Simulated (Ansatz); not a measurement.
The same path of FGeHO (4 atoms, charge 0, multiplicity 1) was run twice with different band settings. The coordinate that changes most is the angle H4–O1–Ge2.

Theory: Ansatz, RKS r2SCAN/def2-SVP.

Relaxed end points:

```xyz
4
Properties=species:S:1:pos:R:3
O -0.824 0.539 -0.383
Ge -0.395 -0.695 0.822
F 1.331 -0.743 0.437
H -0.056 0.839 -0.897
```

```xyz
4
Properties=species:S:1:pos:R:3
O -0.146 0.583 -0.602
Ge -0.253 -0.622 0.709
F 1.455 -1.009 0.689
H -1.000 0.987 -0.816
```

Common settings: movable images 9; climbing image yes; spring 5.0 eV/Å²; optimiser quadratic models (default); start path IDPP; force threshold 0.03 eV/Å; end points relaxed.

| run | iteration limit |
| --- | --- |
| 1 | 60 |
| 2 | 6 |

(1) What does each run give, and how far can it be trusted?

Results:

(1) Run 1: converged after 5 iterations, highest image 0.397 eV above the first end. A vibrational analysis at the climbing image gives 2 clearly imaginary modes (609i, 258i cm⁻¹): a point of higher order, so a lower path passes nearby.
Run 2: converged after 5 iterations, highest image 0.397 eV above the first end. Another band between the same ends (9 images) ends at a top of the same energy, where a vibrational analysis finds 2 clearly imaginary modes.
